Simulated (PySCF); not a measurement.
Isomers of C8H16O, from PySCF, PBE0-D3(BJ)/def2-SVP geometry optimisation, gas phase. One conformer each, no zero-point energy, no frequencies.

Question: Which is lowest in electronic energy at this level?
A. `[CH3:1][O:2][CH2:3][CH:4]1[CH2:5][CH2:6][CH2:7][CH2:8][CH2:9]1` with C1–O2–C3–C4 177°, O2–C3–C4–C5 -60°, C3–C4–C5–C6 180°, C4–C5–C6–C7 55°, C5–C6–C7–C8 -55°, C6–C7–C8–C9 55°: A = 3803, B = 827.6, C = 718.6 MHz, dipole 1.00 D
B. `[CH2:1]=[CH:2][CH2:3][CH2:4][C@H:5]([OH:6])[CH:7]([CH3:8])[CH3:9]` with C1–C2–C3–C4 119°, C2–C3–C4–C5 176°, C3–C4–C5–O6 -54°, C4–C5–O6–H -65°, C4–C5–C7–C8 -55° (2-methyl-6-hepten-3-ol): A = 3340, B = 687.7, C = 601.7 MHz, dipole 1.53 D
C. `[CH3:1][CH2:2][CH2:3][CH2:4][C@@H:5]([CH:6]=[O:7])[CH2:8][CH3:9]` with C1–C2–C3–C4 -179°, C2–C3–C4–C5 179°, C3–C4–C5–C6 65°, C4–C5–C6–O7 -119°, C4–C5–C8–C9 173° (2-ethylhexanal): A = 3000, B = 669.6, C = 576.8 MHz, dipole 2.68 D

Answer: A. That is `COCC1CCCCC1`, 3.8 kcal/mol below the next.

```
            SMILES                                                      mapped SMILES      E (Eh)  relative (kcal/mol)  relative (kJ/mol)  dipole (D)
       COCC1CCCCC1     [CH3:1][O:2][CH2:3][CH:4]1[CH2:5][CH2:6][CH2:7][CH2:8][CH2:9]1  -388.98730                  0.0                0.0        1.00
 CCCC[C@@H](C=O)CC   [CH3:1][CH2:2][CH2:3][CH2:4][C@@H:5]([CH:6]=[O:7])[CH2:8][CH3:9]  -388.98119                  3.8               16.0        2.68
C=CCC[C@H](O)C(C)C  [CH2:1]=[CH:2][CH2:3][CH2:4][C@H:5]([OH:6])[CH:7]([CH3:8])[CH3:9]  -388.95994                 17.2               71.8        1.53
```

As drawn, the highest has an O–H bond and a C=C bond outside aromatic rings, which the lowest lacks.
